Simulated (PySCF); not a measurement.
Job file and geometry (Å, from GFN2-xTB) of an NMR shielding run on SMILES C=CCC1=C(F)CCS1, C7H9FS, PySCF 2.14.0, density-fitted response routines, GIAO PBE0/pcSseg-1 NMR shielding, non-relativistic, gas phase; density fitting, a coarse starting grid and PySCF grid level 2 are the driver's defaults:

```
{"job": {"kind": "nmr", "xc": "PBE0", "basis": "pcSseg-1"}, "charge": 0, "multiplicity": 1}
C      3.155490     0.535047    -0.476599
C      2.275373    -0.280852     0.068919
C      1.134800    -0.907167    -0.680592
C     -0.167404    -0.461396    -0.102350
C     -1.063249     0.357142    -0.643045
F     -0.922120     0.899226    -1.872789
C     -2.283235     0.726484     0.143245
C     -2.308566    -0.199240     1.357386
S     -0.652348    -0.983791     1.511312
H      3.113420     0.797249    -1.521342
H      3.958195     0.970970     0.093109
H      2.318048    -0.531341     1.120593
H      1.205942    -1.995989    -0.599017
H      1.169564    -0.622995    -1.733988
H     -2.217520     1.777782     0.441826
H     -3.183447     0.609408    -0.464193
H     -3.027698    -1.009473     1.238095
H     -2.514004     0.325254     2.287780
```

Question: What does the program print?

Answer: 
```
coarse grid: 15896 points
cycle   1  E = -769.4103988391  dE =  1.306e+00  |g| = 4.940e-01  |ddm| = 4.030e+00
cycle   2  E = -769.3947155998  dE =  1.568e-02  |g| = 6.061e-01  |ddm| = 9.212e-01
cycle   3  E = -769.4610429383  dE = -6.633e-02  |g| = 8.920e-02  |ddm| = 5.232e-01
cycle   4  E = -769.4624036816  dE = -1.361e-03  |g| = 3.873e-02  |ddm| = 1.021e-01
cycle   5  E = -769.4627324445  dE = -3.288e-04  |g| = 1.335e-02  |ddm| = 4.749e-02
cycle   6  E = -769.4627720565  dE = -3.961e-05  |g| = 4.747e-03  |ddm| = 1.792e-02
cycle   7  E = -769.4627772647  dE = -5.208e-06  |g| = 9.070e-04  |ddm| = 5.277e-03
final grid: 150160 points
cycle   8  E = -769.5269157808  dE = -3.895e-05  |g| = 1.049e-02  |ddm| = 3.560e-02
cycle   9  E = -769.5268957715  dE =  2.001e-05  |g| = 1.407e-02  |ddm| = 2.377e-02
cycle  10  E = -769.5269429729  dE = -4.720e-05  |g| = 1.481e-03  |ddm| = 1.504e-02
cycle  11  E = -769.5269434035  dE = -4.306e-07  |g| = 2.724e-04  |ddm| = 1.466e-03
cycle  12  E = -769.5269434150  dE = -1.150e-08  |g| = 1.356e-04  |ddm| = 4.187e-04
cycle  13  E = -769.5269434194  dE = -4.416e-09  |g| = 4.820e-05  |ddm| = 1.926e-04
cycle  14  E = -769.5269434199  dE = -5.391e-10  |g| = 1.237e-05  |ddm| = 5.090e-05
converged SCF energy = -769.5269434199

GIAO shielding tensors (ppm)
atom      isotropic    diamagn.    paramagn.     s11        s22        s33       span
  0 C       65.318     252.268    -186.949    -45.035     83.529    157.462    202.498
  1 C       42.906     256.982    -214.076    -81.105     49.867    159.954    241.059
  2 C      150.784     243.530     -92.746    131.898    149.814    170.639     38.742
  3 C       62.334     267.305    -204.972    -26.983     88.736    125.248    152.231
  4 C       34.114     248.360    -214.246    -41.935     47.744     96.533    138.468
  5 F      305.379     476.732    -171.352    196.192    307.608    412.339    216.147
  6 C      151.973     251.280     -99.307    121.983    160.580    173.357     51.374
  7 C      158.444     252.941     -94.497    129.554    167.572    178.206     48.652
  8 S      481.264    1057.178    -575.914    295.539    344.500    803.754    508.216
  9 H       26.313      30.850      -4.537     22.817     25.603     30.520      7.703
 10 H       26.466      28.262      -1.796     23.581     25.243     30.573      6.993
 11 H       25.545      31.174      -5.629     22.515     23.525     30.596      8.081
 12 H       29.021      29.254      -0.233     24.788     27.966     34.311      9.523
 13 H       28.320      31.937      -3.617     24.563     28.618     31.779      7.216
 14 H       28.492      30.100      -1.608     24.049     26.936     34.492     10.443
 15 H       28.797      28.899      -0.102     24.393     26.946     35.052     10.659
 16 H       28.338      29.976      -1.638     22.359     26.731     35.925     13.566
 17 H       28.731      29.897      -1.167     24.026     26.347     35.819     11.793
```

Question: Turn these shieldings into chemical shifts. Referencing at the same level of theory: TMS for ¹³C (σref 186.93) and ¹H (σref 31.72); ¹⁹F (σref 170.95) against CFCl3; CS2 for ³³S (σref 503.73).

Answer: Averaging equivalent atoms: C 4: 152.8; C 1: 144.0; C 3: 124.6; C 0: 121.6; C 2: 36.1; C 6: 35.0; C 7: 28.5; F 5: -134.4; S 8: 22; H 11: 6.17; H 9: 5.40; H 10: 5.25; H 16/17: 3.18; H 14/15: 3.07; H 12/13: 3.05 ppm. Unscaled 19F shifts against computed CFCl3 carry errors that often reach 10 to 50 ppm.

Size and cost of the density-fitted run: 205 basis functions, 54 s wall time (48 s CPU) on 1 thread of an x86-64 server CPU, shared host.
